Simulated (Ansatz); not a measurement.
Calculated with Ansatz (gas phase, PBE0-D4/def2-TZVP geometries, no zero-point term in ΔE). CBS: MP2 limit from def2 TZ/QZ plus the TZ coupled-cluster correction, frozen cores. This one scheme is used for every species. DFT in def2-TZVPP. Each species was taken in one conformer, which may not be the lowest.

Reaction (substitution at a C–S bond): `NC([SiH3])S` + CH₃NH₂ → `CNC(N)[SiH3]` + H₂S

| level | ΔE (kJ/mol) |
| --- | --- |
| r2SCAN-D4 | 8.5 |
| PBE0-D4 | 9.7 |
| r2SCAN | 9.5 |
| PBE0 | 11.3 |
| HF/def2-TZVPP | 11.6 |
| SCS-MP2/def2-TZVPP | 11.6 |
| MP2/def2-QZVPP | 14.9 |
| HF/CBS(def2) | 12.0 |

Task: What does CCSD(T)/CBS give? (Best estimate.)

Result: The calculation gave: +11.6 kJ/mol. The listed levels differ from it by -3.1, -1.9, -2.1, -0.3, 0.0, 0.0, 3.3, 0.4 kJ/mol.

Largest T1 diagnostic among the species: 0.011.
